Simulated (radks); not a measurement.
Polarisability of neutral neon, [Ne], at imaginary frequency. Calculated with a radial shooting solver on a logarithmic mesh with Libxc functionals: non-relativistic Kohn-Sham, LDA (Slater exchange, Perdew-Wang correlation), spin-unpolarised, spherical densities, point nucleus. Response by self-consistent Sternheimer equations with the Hartree and adiabatic LDA kernel.

w (hartree),alpha1(iw) (bohr^3),alpha2(iw) (bohr^5)
0.00266,3.052,9.680
0.0143,3.051,9.677
0.0360,3.046,9.662
0.0697,3.030,9.613
0.118,2.992,9.492
0.186,2.910,9.234
0.280,2.758,8.748
0.413,2.507,7.933
0.605,2.147,6.746
0.892,1.697,5.258
1.35,1.206,3.657
2.12,0.7423,2.180
3.59,0.3704,1.038
6.94,0.1320,0.3461
17.5,0.02546,0.06121

Static values: alpha1 = 3.052 bohr^3 (0.4522 angstrom^3; uncoupled 3.483), alpha2 = 9.680 bohr^5, alpha3 = 65.24 bohr^7. C6 = 7.396, C8 = 114.8, triple-dipole C9 = 15.70 atomic units. One-pole (London) frequency 4 C6 / (3 alpha1^2) = 1.059 hartree, against 0.498 for minus the highest occupied eigenvalue. The dipole shielding factor is 1.000, as the force sum rule N/Z = 1.000 demands. Recommended static value: 2.6611 bohr^3 (Schwerdtfeger and Nagle, 2023 table).
